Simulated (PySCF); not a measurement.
# Working out the ionisation energy of Cu⁺

Cu⁺ [Ar] 3d10 (1S) → Cu²⁺ [Ar] 3d9 (2D). Computed with PySCF 2.14 in aug-cc-pVDZ-PP with ECP10MDF (5s5p4d2f, 54 functions), with scalar relativity through the core potential. Frozen: 3s2 3p6. Energies in hartree (1 hartree = 27.21139 eV):

```json
{"part": "UHF", "Cu⁺ (lower)": "-195.922749", "Cu²⁺ (upper)": "-195.291528"}
{"part": "MP2 opposite-spin", "Cu⁺ (lower)": "-0.271039", "Cu²⁺ (upper)": "-0.188876"}
{"part": "MP2 same-spin", "Cu⁺ (lower)": "-0.158386", "Cu²⁺ (upper)": "-0.109853"}
```

What does Hartree-Fock give?

(-195.291528) − (-195.922749) = 0.631221 hartree = 17.176 eV.

What do MP2 and SCS-MP2 (6/5 opposite-spin, 1/3 same-spin) give?

The opposite-spin parts differ by 2.236 eV and the same-spin parts by 1.321 eV. MP2: 17.176 + (2.236) + (1.321) = 20.733 eV. SCS-MP2: 17.176 + 1.2 × (2.236) + (1.321)/3 = 20.300 eV.

Reference: 20.292 eV (measured; NIST Atomic Spectra Database, ionization energies), between the lowest levels; spin-orbit coupling is absent from the calculation.

A double-zeta basis recovers only part of the correlation energy.

What remains against the reference includes basis incompleteness, the frozen core and correlation beyond second order.
